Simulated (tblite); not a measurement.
Input of a run (GFN2-xTB geometry optimisation, gas phase (tblite 0.8.0)), started from a force field or distance geometry:
```
{"job": {"kind": "relax", "xc": "GFN2-xTB", "basis": "xTB"}, "charge": 0, "multiplicity": 2}
O     -1.356200    -0.294300     1.500100
C     -1.767400     0.290400     0.447900
O     -1.274000     0.077400    -0.797600
C     -0.270400    -0.795300    -1.155100
C      0.960700    -0.733300    -0.668000
C      1.490900     0.245800     0.262900
F      0.843500     1.450200     0.319700
F      2.779700     0.587100    -0.204800
F      1.686100    -0.234400     1.544000
H     -2.572800     1.018800     0.581500
H     -0.514700    -1.609800    -1.856500
```

Output (eV, eV/Å):
```
step      E/eV     max force
  0    -864.18512    5.394
  1    -864.44466    6.596
  2    -864.70290    1.206
  3    -864.75365    0.749
  4    -864.82236    0.795
  5    -864.84818    0.568
  6    -864.86526    0.241
  7    -864.87126    0.240
  8    -864.87821    0.281
  9    -864.88269    0.234
 10    -864.88577    0.156
 11    -864.88866    0.155
 12    -864.89299    0.265
 13    -864.89873    0.313
 14    -864.90433    0.214
 15    -864.90885    0.197
 16    -864.91380    0.238
 17    -864.91931    0.322
 18    -864.92469    0.293
 19    -864.92938    0.250
 20    -864.93344    0.237
 21    -864.93795    0.223
 22    -864.94402    0.274
 23    -864.95216    0.287
 24    -864.96142    0.340
 25    -864.95560    1.568
 26    -864.97832    0.572
 27    -864.98779    0.355
 28    -864.99621    0.198
 29    -865.00022    0.374
 30    -865.00264    0.138
 31    -865.00423    0.120
 32    -865.00591    0.115
 33    -865.00872    0.132
 34    -865.01140    0.183
 35    -865.01410    0.221
 36    -865.01695    0.227
 37    -865.02005    0.339
 38    -865.02327    0.189
 39    -865.02687    0.284
 40    -865.03060    0.278
 41    -865.03340    0.174
 42    -865.03632    0.203
 43    -865.03949    0.178
 44    -865.04108    0.333
 45    -865.04372    0.118
 46    -865.04532    0.108
 47    -865.04812    0.274
 48    -865.04973    0.330
 49    -865.05319    0.443
 50    -865.05679    0.316
 51    -865.06153    0.391
 52    -865.05898    0.561
 53    -865.06678    0.151
 54    -865.06812    0.179
 55    -865.07008    0.106
 56    -865.07138    0.135
 57    -865.07260    0.104
 58    -865.07380    0.104
 59    -865.07540    0.153
 60    -865.07769    0.168
 61    -865.08183    0.235
 62    -865.08868    0.274
 63    -865.10305    0.428
 64    -865.11896    0.346
 65    -865.14145    0.441
 66    -865.06867    1.329
 67    -865.16660    0.691
 68    -865.17817    0.271
 69    -865.19192    0.276
 70    -865.20478    0.421
 71    -865.21059    0.343
 72    -865.21528    0.195
 73    -865.21776    0.089
 74    -865.21854    0.081
 75    -865.21879    0.039
 76    -865.21890    0.027
 77    -865.21897    0.022
 78    -865.21906    0.034
 79    -865.21914    0.043
 80    -865.21919    0.030
 81    -865.21923    0.013
 82    -865.21925    0.018
 83    -865.21928    0.024
 84    -865.21930    0.024
 85    -865.21933    0.019
 86    -865.21934    0.016
 87    -865.21936    0.016
 88    -865.21938    0.015
 89    -865.21939    0.014
 90    -865.21939    0.009
```

Question: Summarise the run.

Answer: The energy falls by 99.8 kJ/mol over 90 L-BFGS steps, the largest force on an atom goes from 5.39 to 0.009 eV/Å, and the atoms move by 0.898 Å rms after alignment. The bond that changes most is O1=C2 (ends: oxygen bonded to C; carbon bonded to 2 O and H), which shortens by 0.074 Å. Bonds longer at the end by more than 0.005 Å: 2 of 10; shorter: 7. Among the angles that change most is C2–O3–C4, from 127.1° to 114.2°. Among the dihedrals that turn most is H11–C4–C5–C6, from 180° to 0°. The energy rose by more than 1e-5 eV at steps 25, 52 and 66. The first step brought 25 % of the lowering.

Question: What are the final bond lengths?

Answer: O1=C2 1.198 Å, C2–O3 1.322 Å, O3–C4 1.380 Å, C4=C5 1.303 Å, C5–C6 1.463 Å, C6–F7 1.338 Å, C6–F8 1.365 Å, C6–F9 1.338 Å, C2–H10 1.099 Å, C4–H11 1.089 Å. Numbering counts from 1 in the input's order; the species is `O=CO/C=[C]/C(F)(F)F` [radical].

Its GFN2-xTB frequencies are all real (lowest 24 cm⁻¹). 3 starts were optimised and ended at 0.00, 4.70 and 4.76 kcal/mol (GFN2-xTB); the lowest of these is shown.

One conformer stands for the species.

The numbers are calculated, not measured.
